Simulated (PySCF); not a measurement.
SbHF₂, SMILES [F][SbH][F].

Coordinates come from a B3LYP-D3(BJ)/def2-TZVP optimisation. The def2 effective core potentials stand for the cores of Sb; spin–orbit coupling is left out.

Computed with TDA-ωB97X/def2-SVPD run with PySCF 2.14.0.

Vertical excitations. Gas-phase values at a fixed geometry. State labels are in the subgroup Cs.

```
state  symmetry  energy (eV)  λ (nm)      f                                                                  main pairs
-----  --------  -----------  ------  -----  --------------------------------------------------------------------------
S1           A"         5.39     230  0.041                                                              HOMO→LUMO 96 %
S2           A'         6.00     207  0.075                                                            HOMO→LUMO+1 91 %
S3           A'         7.73     160  0.403                                                            HOMO→LUMO+2 93 %
S4           A"         8.32     149  0.037                                        HOMO−1→LUMO 61 %, HOMO−2→LUMO+1 30 %
S5           A'         8.39     148  0.004                                                            HOMO−2→LUMO 92 %
S6           A'         8.56     145  0.104                                        HOMO−1→LUMO+1 64 %, HOMO−3→LUMO 28 %
S7           A'         8.69     143  0.042                                        HOMO−3→LUMO 67 %, HOMO−1→LUMO+1 28 %
S8           A"         8.79     141  0.021                                      HOMO−3→LUMO+1 64 %, HOMO−2→LUMO+1 19 %
S9           A"         9.18     135  0.114  HOMO−4→LUMO 29 %, HOMO−3→LUMO+1 25 %, HOMO−1→LUMO 18 %, HOMO−2→LUMO+1 16 %
S10          A"         9.46     131  0.014                                        HOMO−4→LUMO 52 %, HOMO−2→LUMO+1 20 %
T1           A"         4.50     276      0                                                              HOMO→LUMO 97 %
T2           A'         4.84     256      0                                                            HOMO→LUMO+1 97 %
T3           A'         6.80     182      0                                          HOMO→LUMO+2 76 %, HOMO→LUMO+3 16 %
T4           A"         7.47     166      0                                                            HOMO−1→LUMO 92 %
```
Triplets are in the Tamm–Dancoff approximation.
